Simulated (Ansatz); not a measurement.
A search over several starts for the lowest SCF solution of the cluster Na3Cl2 at the given spin, in a small basis.

```yaml
crystal:
  periodic: [false, false, false]
  atoms:
    - {symbol: Na, position_ang: [0.774167, 0.216014, 1.756890]}
    - {symbol: Na, position_ang: [-1.371284, -1.343077, -0.173550]}
    - {symbol: Na, position_ang: [0.570973, 1.076683, -1.518849]}
    - {symbol: Cl, position_ang: [1.254582, -1.194091, -0.429590]}
    - {symbol: Cl, position_ang: [-1.228447, 1.244471, 0.365089]}
basis:
  gaussian: {orbitals: def2-SVP, initial_orbitals: start.molden}
magnetization: {spin_polarized: true, initial_magnetization: 1}
hamiltonian: {xc: pbe0, dispersion: d4}
output: {orbitals: {seedname: orbitals}}
```

The file start.molden holds the orbitals of an earlier run on this structure, at another level or in another basis.

```sh
$ ansatz run in.yaml --threads 4 --pin off --events-out ev --progress --plain --max-ram 4787MiB
```

It prints (some lines left out):

```
Functional definition: PBE0
  name "PBE0"
  cite "Adamo & Barone, J. Chem. Phys. 110, 6158 (1999) doi:10.1063/1.478522"
  cite "Perdew, Burke & Ernzerhof, Phys. Rev. Lett. 77, 3865 (1996) doi:10.1103/PhysRevLett.77.3865"
  parent pbe
  parameter a = 0.25
  parameter kappa = 0.804
  parameter beta = 0.06672455060314922
  exchange = (1 - a)*pbe_x(kappa = kappa, mu = beta*pi^2/3) + a*exact_x
  correlation = pbe_c(beta = beta)
721 factors; integrals over basis functions are off by at most 3.3e-4 eV
mean field evaluation 1: about -38266.6349 eV, gradient 4.3e1 eV
mean field evaluation 2: about -38269.8768 eV, gradient 3.9e0 eV
mean field evaluation 4: about -38270.6081 eV, gradient 1.3e-1 eV
mean field evaluation 8: about -38270.6901 eV, gradient 1.1e-5 eV
mean field evaluation 16: about -38270.6892 eV, gradient 2.7e-1 eV
mean field evaluation 32: about -38269.9668 eV, gradient 3.0e0 eV
mean field -38270.69011108 eV, -1406.4219207766 hartree, gradient 2.6e-5 eV, S^2 0.750528; 5 other end points of the search recorded, 0 dependent functions left out
reference -38270.69014840 eV, -1406.4219221481 hartree; 34, 33 occupied and 47, 48 virtual orbitals, 721 factors
Total energy: -38270.81217430 eV, -1406.4264065172 hartree
```

Run time 3.8 s (4 threads of Arm Neoverse V2 on a shared host).

Another isomer (doublet) lies 0.15 eV lower at PBE0-D4/def2-TZVP; other spin states weren't run for this one.
